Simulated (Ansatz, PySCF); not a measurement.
This singlet lies 1.86 eV below the relaxed triplet at the level frozen-core CCSD(T)/cc-pVTZ // PBE0-D3(BJ)/def2-SVP (Ansatz, an electronic-structure program).

Excitations are Tamm–Dancoff values on a coarser integration grid. The basis has no diffuse functions, so Rydberg states are missing or too high.

C2H6OSi, SMILES `CO[Si]C` (lower singlet; C–O–Si–C torsion 0°) (charge 0, multiplicity 1)

The numbers are results of ωB97X-D3(BJ)/def2-TZVP // PBE0-D3(BJ)/def2-SVP in PySCF 2.14.0, not measurements.

- HOMO: -8.56 eV
- dipole moment: 2.17 D
- LUMO: 0.46 eV
- HOMO–LUMO gap: 9.02 eV
- S1 excitation (TDA): 3.63 eV
- S1 oscillator strength: 0.055
- brightest of the four lowest singlets (TDA): 6.95 eV
- T1 excitation (TDA): 2.18 eV
- S1–T1 gap (TDA): 1.45 eV
- total energy: -444.6800 Ha
- cost: about 4 core-minutes (a rough figure)

```xyz
10

C      1.5682     0.0084    -0.0520
O      0.8090    -0.3267    -1.1781
Si    -0.8230    -0.4399    -1.5060
C     -1.6078     0.0406     0.1775
H      0.9483     0.2773     0.8202
H      2.2120    -0.8419     0.2281
H      2.2246     0.8621    -0.2887
H     -1.3182     1.0587     0.4957
H     -2.7065     0.0119     0.1043
H     -1.3066    -0.6505     0.9859
```
Charge 0, spin multiplicity 1.
